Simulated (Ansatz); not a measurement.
A search over several starts for the lowest SCF solution of Al4 at the given spin, in a small basis.

```yaml
crystal:
  periodic: [false, false, false]
  atoms:
    - {symbol: Al, position_ang: [0.837462, 1.103601, 0.270295]}
    - {symbol: Al, position_ang: [-1.697438, 1.180022, 0.441000]}
    - {symbol: Al, position_ang: [-0.837421, -1.103817, -0.269551]}
    - {symbol: Al, position_ang: [1.697396, -1.179806, -0.441743]}
basis:
  gaussian: {orbitals: def2-SVP, initial_orbitals: start.molden}
magnetization: {spin_polarized: true, initial_magnetization: 2}
hamiltonian: {xc: pbe0, dispersion: d4}
output: {orbitals: {seedname: orbitals}}
```

The file start.molden holds the orbitals of an earlier run on this structure, at another level or in another basis.

```sh
$ ansatz run in.yaml --threads 4 --pin off --events-out ev --progress --plain --max-ram 3916MiB
```

Output, abridged:

```
Functional definition: PBE0
632 factors; integrals over basis functions are off by at most 1.2e-3 eV
mean field evaluation 1: about -26364.3150 eV, gradient 2.7e0 eV
mean field evaluation 2: about -26364.3919 eV, gradient 8.4e-2 eV
mean field evaluation 4: about -26364.4491 eV, gradient 6.9e-4 eV
mean field evaluation 8: about -26364.4491 eV, gradient 2.1e-5 eV
mean field evaluation 16: about -26364.3852 eV, gradient 6.1e-1 eV
mean field evaluation 32: about -26364.4491 eV, gradient 1.5e-6 eV
mean field evaluation 64: about -26364.0382 eV, gradient 2.1e0 eV
mean field -26364.44908086 eV, -968.8756332561 hartree, gradient 1.2e-6 eV, S^2 2.014714; 6 other end points of the search recorded, 0 dependent functions left out
reference -26364.44910334 eV, -968.8756340823 hartree; 27, 25 occupied and 45, 47 virtual orbitals, 632 factors
Total energy: -26364.58858625 eV, -968.8807599846 hartree
```

Run time 4.9 s (4 threads of Arm Neoverse V2 on a shared host).

The structure comes from a short search, and lower isomers may exist.
